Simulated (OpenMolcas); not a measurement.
# Mo2+: effect of the active space

| Property | Result |
| --- | --- |
| Program | OpenMolcas |
| Method | SS-CASPT2 or its RAS form, IPEA 0.25 Eh, imaginary shift 0.1 Eh |
| Basis | ANO-RCC-VTZP |
| Scalar Hamiltonian | DKH2, point nucleus |
| Spin-orbit coupling | RASSI with atomic mean-field integrals over the reference wave functions, term energies averaged over their components |

A. 4 electrons in 5 orbitals (4d); 2S+1 = 5 even, 5 roots; 2S+1 = 3 even, 45 roots; 2S+1 = 1 even, 50 roots; closed shells correlated: 4s 4p; CASPT2 step about 22 core-seconds
B. 4 electrons in 6 orbitals (4d 5s); 2S+1 = 5 even, 15 roots; 2S+1 = 3 even, 95 roots; 2S+1 = 1 even, 90 roots; closed shells correlated: 4s 4p; CASPT2 step roughly 27 core-seconds
C. 10 electrons in 8 orbitals (RAS1 4p, at most 2 holes; RAS2 4d); 2S+1 = 5 even, 5 roots; 2S+1 = 3 even, 45 roots; 2S+1 = 1 even, 50 roots; closed shells correlated: 4s; CASPT2 step about 60 core-seconds
D. 4 electrons in 9 orbitals (RAS2 4d 5s; RAS3 5p, at most 2 electrons); 2S+1 = 5 even, 15 roots; 2S+1 = 3 even, 90 roots kept (CI in the orbitals of an earlier block); 2S+1 = 1 even, 90 roots kept (CI in the orbitals of an earlier block, 84 in the spin-orbit step); 2S+1 = 5 odd, 30 roots (21 in the spin-orbit step); 2S+1 = 3 odd, 84 roots kept (CI in the orbitals of an earlier block, 5 in the spin-orbit step); 2S+1 = 1 odd, 89 roots kept (CI in the orbitals of an earlier block, 0 in the spin-orbit step); closed shells correlated: 4s 4p; CASPT2 step roughly 3 core-minutes
E. 4 electrons in 10 orbitals (4d 5d); 2S+1 = 5 even, 5 roots; 2S+1 = 3 even, 45 roots; 2S+1 = 1 even, 49 roots; closed shells correlated: 4s 4p; CASPT2 step of the order of 11 core-minutes

Energies in cm-1 above 4d4 5D0, the measured ground level; measured values from Sugar and Musgrove, J. Phys. Chem. Ref. Data 17, 155 (1988).

```
            Level      A      B      C      D      E  Measured
          4d4 5D0    0.0    0.0    0.0    0.0    0.0       0.0
          4d4 5D1    235    247    245    251    238       242
          4d4 5D2    654    686    682    694    662       668
          4d4 5D3   1203   1260   1253   1269   1219      1224
          4d4 5D4   1845   1931   1921   1937   1874      1872
       4d4 3P0(1)  12190  12150  12560  11940  11920     11149
       4d4 3P1(1)  13420  13400  13860  13230  13150     12510
          4d4 3H4  13690  13970  13790  13870  13700     12680
          4d4 3H5  14240  14550  14360  14490  14280     13276
          4d4 3H6  14740  15080  14870  15040  14830     13811
4d4 3F3(1) [74 %]  15070  15160  15400  15000  14950     13948
       4d4 3F2(1)  15080  15130  15460  14960  14920     13929
       4d4 3P2(1)  15280  15290  15800  15160  15030     14358
       4d4 3F4(1)  15370  15500  15750  15360  15280     14296
   4d4 3G3 [74 %]  17010  17210  17310  17110  16990     15871
          4d4 3G4  17430  17660  17720  17560  17460     16283
          4d4 3G5  17800  18070  18080  17990  17880     16714
          4d4 3D3  20760  20910  21120  20720  20690     19488
          4d4 3D2  20880  21020  21210  20820  20780     19577
          4d4 3D1  21180  21330  21550  21150  21070          
          4d4 1I6  21220  21550  21110  21560  21540     20290
       4d4 1G4(1)  22160  22430  22390  22280  22380     20612
       4d4 1D2(1)  25090  24930  25250  24720  25010     22806
          4d4 1F3  28620  28730  28750  28540  28720
```

Deviations, from unrounded energies. A percentage is the sum of absolute deviations over the sum of measured energies, with the sign that they share, or ± where signs differ.

| Against measurement | Levels | A | B | C | D | E |
| --- | --- | --- | --- | --- | --- | --- |
| mean absolute deviation (cm-1) | 21 | 950 | 1100 | 1200 | 970 | 920 |
| fine structure of the ground term (%) | 4 | -1.8 | +2.9 | +2.4 | +3.6 | ±0.4 |
| other terms of the ground configuration (%) | 17 | +7.3 | +8.3 | +9.0 | +7.4 | +7.1 |

A, E lie about equally close to measurement and C furthest from it. The largest miss of E in the table is 4d4 1D2(1), by +2200 cm-1. The ranking rests on the paired levels alone, and a cruder setting can come out closer through cancelling errors.

The spin-orbit steps hold different terms of 4d4 (D lacks a 1S; E lacks a 1S), which shifts levels as well.

The two smallest mean deviations differ by little beside CASPT2's spread within terms, so their order carries little weight.

Among A to E the level of the table that moves most is 4d4 3P2(1), by 770 cm-1 (lowest in E, highest in C). Moves below CASPT2's spread within the term are not significant.

CASPT2 breaks the degeneracy within a term, and the mean is taken; among the terms shown or strongly mixed into the levels shown the widest spread is 260 cm-1 (4d4 1G(1), B). Levels of configurations with an s electron are missing; early in the row they begin among the upper levels of the d shell and mix with terms of their name (holds for A). Some levels mix across a computed gap that differs much from the measured one, so their mixing is not that of the real levels (holds for A; E). Configurations are named by rounded mean occupations; where the s occupation lies near a half they are strongly mixed, a name can repeat and a true partner stay unpaired (holds for B; D). Active for correlation alone: 4p; no level in the range computed is led by a configuration that opens it, so any true level of that kind is missing (holds for C). Some high roots are left out of the spin-orbit mixing, which shifts the levels that they would mix with (holds for D). Terms from blocks run as CI alone lack orbitals of their own (holds for D). Active for correlation alone: 5d; no level in the range computed is led by a configuration that fills it, so any true level of that kind is missing (holds for E). Computed and measured levels are paired by configuration, term and J; levels that our copy of the source lacks, or whose pairing is in doubt (as where it misses far off the trend of its configuration), stay unpaired and out of the deviations. Only configurations of the active space appear. Levels that lie high or do not pair safely by name in every column are left out.

A share in square brackets marks a mixed level and gives the weight of the term that names it, the lowest over the columns. A number in round brackets counts repeated terms of one configuration in the order of the reference energies.
